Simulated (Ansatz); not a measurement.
One change: `CO[CH2][AlH2]` becomes `CO[CH2][GaH2]`.

Ansatz, PBE0-D4/def2-TZVP geometries, multiplicity 1. Each molecule was computed in one conformer, which needn't be the lowest.

Scalar relativity is left out up to krypton.

```tsv
property	`CO[CH2][AlH2]`
HOMO–LUMO gap (PBE/def2-TZVPP) / eV	3.73
size of the dipole moment (B3LYP/def2-TZVPP) / D	1.37
LUMO energy (PBE0/def2-TZVPP) / eV	-1.35
HOMO energy (PBE/def2-TZVPP) / eV	-5.87
ideal-gas entropy at 298 K and 1 bar (rigid rotor, harmonic PBE0-D4/def2-TZVP) / J/(mol·K)	331
HOMO energy (ωB97M-V/def2-TZVPP) / eV	-9.84
```

(1) Give the same properties after the change, and the shifts. (Estimate.)

Answers

(1) The calculation gave: 
| property | `CO[CH2][GaH2]` | shift |
| --- | --- | --- |
| HOMO–LUMO gap (PBE/def2-TZVPP) / eV | 3.69 | -0.04 |
| size of the dipole moment (B3LYP/def2-TZVPP) / D | 1.61 | 0.24 |
| LUMO energy (PBE0/def2-TZVPP) / eV | -1.44 | -0.09 |
| HOMO energy (PBE/def2-TZVPP) / eV | -5.99 | -0.12 |
| ideal-gas entropy at 298 K and 1 bar (rigid rotor, harmonic PBE0-D4/def2-TZVP) / J/(mol·K) | 355 | 24 |
| HOMO energy (ωB97M-V/def2-TZVPP) / eV | -9.85 | -0.01 |

Dipoles are sizes alone; their direction can turn. Modes under 60 cm⁻¹, often nearly free rotors, make the harmonic entropy too high.

B3LYP here is the variant with VWN-RPA as its local correlation; programs differ in this.
